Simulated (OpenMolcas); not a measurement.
**A ladder of methods for C4H12Ge (SMILES CC(C)C[GeH3])**

C4H12Ge: 17 atoms, total charge 0, spin state singlet. As SMILES, `CC(C)C[GeH3]`. Geometry: relaxed at PBE0-D4/def2-TZVP. This is one conformer, not always the lowest.

Quantity: the electronic atomisation energy, in eV. The values are calculated. Electronic energies at fixed atoms, without zero-point motion or spin-orbit coupling.

```
                              level           kind     program  value (eV)  CPU time (all runs)
    HF/6-31G* (spherical functions)   Hartree–Fock  OpenMolcas       48.51                 23 s
 SVWN5/6-31G* (spherical functions)            LDA  OpenMolcas       72.56                 77 s
revPBE/6-31G* (spherical functions)            GGA  OpenMolcas       62.66                 95 s
 M06-L/6-31G* (spherical functions)       meta-GGA  OpenMolcas       63.55                2 min
r2SCAN/6-31G* (spherical functions)       meta-GGA  OpenMolcas       64.03                2 min
  PBE0/6-31G* (spherical functions)  global hybrid  OpenMolcas       64.12                 92 s
```

All-electron rows without a relativistic Hamiltonian named are non-relativistic. The values span 48.51 to 72.56 eV. CPU times are rough (shared hosts, several kinds of processor): they show what a rung costs within a factor of a few.
